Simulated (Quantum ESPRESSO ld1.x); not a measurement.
Problem. Tc IV, 40 electrons, occupied as [Kr] 4d4. Method: scalar-relativistic Kohn-Sham, LDA (Slater exchange, VWN5 correlation), spin-polarised, spherical densities, point nucleus; open shells are filled with parallel spins first; computed with ld1.x of Quantum ESPRESSO 7.5. Some entries of the table are withheld. Estimate them.

orbital  occ.  eigenvalue (eV)  r(max) (bohr)  <r> (bohr)
1s up       1         -20871.3        0.02231     0.03432
1s down     1         -20871.3        0.02231     0.03432
2s up       1         -3005.19         0.1263      0.1498
2s down     1         -3004.61         0.1263      0.1498
2p up       3         -2694.77         0.1009      0.1304
2p down     3         -2694.31         0.1008      0.1304
3s up       1         -548.390         0.3728      0.4162
3s down     1         -547.977         0.3728      0.4161
3p up       3         -446.533         0.3659      0.4170
3p down     3         -446.082         0.3659      0.4168
3d up       5         -281.208            (1)      0.3993
3d down     5         -280.603            (2)      0.3990
4s up       1              (3)         0.9473       1.052
4s down     1              (4)         0.9437       1.048
4p up       3         -76.6401            (5)       1.158
4p down     3         -73.7246            (6)       1.155
4d up       4         -36.5274          1.238       1.512
4d down     0         -33.5606          1.233       1.530

Solution. 
(1) 3d up r(max) (bohr): 0.3108
(2) 3d down r(max) (bohr): 0.3109
(3) 4s up eigenvalue (eV): -104.818
(4) 4s down eigenvalue (eV): -102.056
(5) 4p up r(max) (bohr): 1.019
(6) 4p down r(max) (bohr): 1.015
